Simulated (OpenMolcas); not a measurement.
Multiplet structure of Mn2+

```json
{
  "Program": "OpenMolcas 26.06",
  "Method": "SS-CASPT2, IPEA 0.25 Eh, imaginary shift 0.1 Eh (closed shells correlated: 3s 3p)",
  "Basis": "ANO-RCC-VQZP [7s6p4d3f2g1h]",
  "Scalar Hamiltonian": "DKH2, point nucleus",
  "Active space": "5 electrons in 10 orbitals (3d 4d)",
  "State averaging": "2S+1 = 6 even, 1 root; 2S+1 = 4 even, 24 roots; 2S+1 = 2 even, 58 roots",
  "Spin-orbit coupling": "state interaction with AMFI integrals over the reference wave functions, term energies averaged over their components"
}
```

Spin-free terms above the lowest, with the occupations of the reference (each correlating shell added to its valence partner):

| Configuration | Term | E (cm⁻¹) | Occupations |
| --- | --- | --- | --- |
| 3d⁵ | ⁶S | 0.0 | 3d 5.00 |
| 3d⁵ | ⁴G | 27700 | 3d 5.00 |
| 3d⁵ | ⁴P | 30540 | 3d 5.00 |
| 3d⁵ | ⁴D | 33330 | 3d 5.00 |
| 3d⁵ | ²I | 40470 | 3d 5.00 |
| 3d⁵ | ²D(1) | 43400 | 3d 5.00 |
| 3d⁵ | ²F(1) | 44460 | 3d 5.00 |
| 3d⁵ | ⁴F | 45100 | 3d 5.00 |
| 3d⁵ | ²H | 48420 | 3d 5.00 |
| 3d⁵ | ²G | 49400 | 3d 5.00 |
| 3d⁵ | ²F(2) | 52590 | 3d 5.00 |
| 3d⁵ | ²S | 57540 | 3d 5.00 |
| 3d⁵ | ²D(2) | 63790 | 3d 5.00 |

With spin-orbit coupling, above the lowest level:

| Configuration | Term | J | E (cm⁻¹) | Measured (cm⁻¹) | Term weight % | Second |
| --- | --- | --- | --- | --- | --- | --- |
| 3d⁵ | ⁶S | 5/2 | 0.0 | 0.0 | 100 |  |
| 3d⁵ | ⁴G | 5/2 | 27650 |  | 100 |  |
| 3d⁵ | ⁴G | 7/2 | 27680 |  | 100 |  |
| 3d⁵ | ⁴G | 9/2 | 27710 |  | 100 |  |
| 3d⁵ | ⁴G | 11/2 | 27720 |  | 100 |  |
| 3d⁵ | ⁴P | 5/2 | 30440 | 29168 | 97 | 3 ⁴D |
| 3d⁵ | ⁴P | 3/2 | 30480 |  | 98 | 2 ⁴D |
| 3d⁵ | ⁴P | 1/2 | 30510 |  | 99 |  |
| 3d⁵ | ⁴D | 7/2 | 33330 | 32307 | 100 |  |
| 3d⁵ | ⁴D | 1/2 | 33340 | 32369 | 99 |  |
| 3d⁵ | ⁴D | 3/2 | 33380 |  | 98 | 2 ⁴P |
| 3d⁵ | ⁴D | 5/2 | 33400 | 32384 | 97 | 3 ⁴P |
| 3d⁵ | ²I | 11/2 | 40430 | 39174 | 99 |  |
| 3d⁵ | ²I | 13/2 | 40490 | 39176 | 100 |  |
| 3d⁵ | ²D(1) | 5/2 | 42990 | 41238 | 76 | 22 ²F(1) |
| 3d⁵ | ²D(1) | 3/2 | 43320 | 41570 | 95 | 5 ⁴F |
| 3d⁵ | ²F(1) | 7/2 | 44490 | 42606 | 99 |  |
| 3d⁵ | ²F(1) | 5/2 | 44870 | 43105 | 63 | 23 ⁴F |
| 3d⁵ | ⁴F | 7/2 | 45100 | 43602 | 99 |  |
| 3d⁵ | ⁴F | 9/2 | 45110 | 43573 | 99 |  |
| 3d⁵ | ⁴F | 3/2 | 45160 | 43675 | 95 | 5 ²D(1) |
| 3d⁵ | ⁴F | 5/2 | 45180 | 43669 | 75 | 14 ²F(1) |
| 3d⁵ | ²H | 9/2 | 48290 | 46516 | 89 | 10 ²G |
| 3d⁵ | ²H | 11/2 | 48500 | 46671 | 99 |  |
| 3d⁵ | ²G | 7/2 | 49420 | 47842 | 99 |  |
| 3d⁵ | ²G | 9/2 | 49620 | 48005 | 88 | 11 ²H |
| 3d⁵ | ²F(2) | 5/2 | 52610 | 51003 | 99 |  |
| 3d⁵ | ²F(2) | 7/2 | 52630 | 51060 | 100 |  |
| 3d⁵ | ²S | 1/2 | 57570 |  | 100 |  |
| 3d⁵ | ²D(2) | 3/2 | 63810 | 61580 | 100 |  |
| 3d⁵ | ²D(2) | 5/2 | 63840 | 61604 | 100 |  |

Against the 22 measured excited levels shown (Corliss and Sugar, J. Phys. Chem. Ref. Data 6, 1253 (1977)) the mean absolute deviation is 1600 cm-1; the largest miss in energy is 3d⁵ ²D_5/2(2): computed 63840, measured 61604 cm⁻¹ (+3.6 %), and the largest in proportion 3d⁵ ²F_7/2(1) (+4.4 %).

Spin-orbit coupling puts the lowest level 16.7 cm⁻¹ below the lowest spin-free term.

A least-squares Racah fit to the terms below 60000 cm-1, each weighted by 2L + 1 and with a free common offset, gives B = 899 cm-1 and C = 3582 cm-1 (C/B = 3.98), with an rms deviation of 773 cm-1.

CASPT2 does not keep the components of a term degenerate, so their means are used; among the terms shown or strongly mixed into the levels shown the widest spread is 220 cm-1 (3d⁵ ²I). Some levels mix across a computed gap that differs much from the measured one, so their mixing is not that of the real levels. Active for correlation alone: 4d; no level in the range computed is led by a configuration that fills it, so any true level of that kind is missing. Computed and measured levels are paired by configuration, term and J; levels that our copy of the source lacks, or whose pairing is in doubt (as where it misses far off the trend of its configuration), stay unpaired and out of the deviations. Only configurations of the active space appear. The first state left out of the spin-orbit step lies near 80000 cm-1 above the lowest spin-free state of the reference (among the parities and spins computed), and the list stops at four fifths of that energy or lower.

The CASPT2 steps took 34 min on 1 thread of Arm Neoverse V1 (shared host); the integral step is not counted.

The term weight is that of the spin-free term in the level, not the purity of its configuration. A number in round brackets counts repeated terms of one configuration in the order of the reference energies.
